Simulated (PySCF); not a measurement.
Harmonic spectrum computed at PBE0 in the def2-TZVP basis family (core potentials from Rb on, PySCF, no spin–orbit coupling):

```tsv
ω (cm⁻¹)	IR (km/mol, summed over degenerate members)	degeneracy
490	200	2
641	125	1
1989	233	1
```

Question: Which molecule gave it? In each, all ligands are bound to the one heavy central atom.
A. SiHF (singlet)
B. AsHF (doublet)
C. AlHF (doublet)
D. CuHF (doublet)

Answer: D. It has C∞v symmetry with Cu–F 1.754 Å, Cu–H 1.483 Å.
